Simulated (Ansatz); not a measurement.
C₂H₈SiTe, SMILES `CC[SiH2][TeH]`, charge 0, multiplicity 1.

(1) Give a relaxed structure at PBE0-D4/def2-TZVP (Ansatz 0.2.0). (An estimate is asked.)

Results:

(1) The calculation gave: 
Z-matrix (Å, degrees):
```
C
C 1 1.524
H 1 1.093 2 111.1
H 1 1.093 2 111.4 3 120.2
H 1 1.093 2 111.4 3 -119.7
Si 2 1.875 1 114.3 3 59.8
H 2 1.097 1 110.8 3 -179.6
H 2 1.095 1 110.7 3 -62.2
Te 6 2.501 2 112.9 1 -59.7
H 6 1.488 2 110.9 1 55.9
H 6 1.487 2 110.5 1 177.2
H 9 1.658 6 91.6 2 -66.8
```
This is one stationary point; other conformers may exist.
